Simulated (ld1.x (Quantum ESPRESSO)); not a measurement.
# What one change does to a pseudopotential (platinum (Pt), PAW)

```
Element                 : Pt (Z = 78)
Generator               : ld1.x (Quantum ESPRESSO) 7.5
Type                    : PAW
Functional              : PBE
Relativity              : scalar-relativistic
Frozen core             : [Xe] 4f14
Valence charge          : 10
Reference configuration : 5d9 6s0 6p0 (charge +1)
Partial waves           : 6s (bound, empty): rcut 1.85, rcutus 2.25 bohr; 6s channel at 1.55 Ry: rcut 1.85, rcutus 2.25 bohr; 6p (bound, empty): rcut 3.20, rcutus 3.60 bohr; 6p channel at 1.1 Ry: rcut 3.20, rcutus 3.60 bohr; 5d (bound): rcut 1.65, rcutus 2.30 bohr; 5d channel at 0.8 Ry: rcut 1.65, rcutus 2.30 bohr
Local potential         : all-electron potential smoothed inside 2.05 bohr (lloc = -1)
Core correction         : a·sin(br)/r model core, default radius (ld1.x builds one for every PAW set, though the input has nlcc=.false.)
Augmentation charge     : BESSEL, radius 1.50 bohr
```

All-electron outer shells of the reference configuration (PBE, scalar-relativistic, ld1.x):

```csv
shell,level (eV),outermost node (bohr),outermost maximum (bohr)
5p,-64.30,0.53,0.98
5d,-14.30,0.57,1.26
6s,-12.88,1.14,2.30
6p,-6.66,1.35,3.10
```

Change: local potential all-electron potential smoothed inside 3.50 bohr (lloc = -1).

Cutoffs: the cutoffs (Ry, on a coarse ladder) from which the occupation-weighted sum of valence levels, in a spherical-Bessel basis at the reference potential, stays within 10 and 1 mRy of its value at 400 Ry; they do not see the model core or the augmentation charge, which bear on the density cutoff. Errors are all-electron minus pseudo energies relative to the spin-unpolarised reference configuration.

Question: What does the change do?

Answer: The potential gets neither clearly harder nor softer (18 Ry and 35 Ry → 18 Ry and 35 Ry); the number of tests that count goes from 6 to 5; of the 5 tests that both files solve, the error grows in 0 and shrinks in 2 by more than 15 % and 0.3 meV (median size 11.0 → 10.2 meV); neither file shows a bound ghost at the reference potential, the only one tested.

```tsv
quantity	base	changed
cutoff, loose	18 Ry	18 Ry
cutoff, tight	35 Ry	35 Ry
bound ghosts	none	none
tests counted (converged, no solver errors)	6 of 7	5 of 7
error for 5d9 6s1 6p0, meV [ΔE -9.19 eV]	+11	+4.9
error for 5d8 6s0 6p0, meV [ΔE 19.97 eV]	-44	-44
error for 5d8 6s1 6p0, meV [ΔE 1.97 eV]	-20	-21
error for 5d10 6s0 6p0, meV [ΔE -9.21 eV]	-9.2	-10
error for 5d9 6s0 6p1, meV [ΔE -4.15 eV]	+6.9	+4.7
s: phases at 3.90 bohr within 0.05 rad from the reference energy up to (Ry; the scan ends near 5)	4.8	4.5
p: phases at 3.90 bohr within 0.05 rad from the reference energy up to (Ry; the scan ends near 5)	1.6	1.7
d: phases at 3.90 bohr within 0.05 rad from the reference energy up to (Ry; the scan ends near 5)	2.7	3.0
lowest overlap eigenvalue by channel	s 0.51, p 0.38, d 0.16	s 0.48, p 0.54, d 0.15
```

Base: Tests not counted: 5d6 6s0 6p0 (solver errors, printed error -306 eV). Changed file: Tests not counted: 5d7 6s0 6p0 (solver errors, printed error -397 eV); 5d6 6s0 6p0 (solver errors, printed error -306 eV).
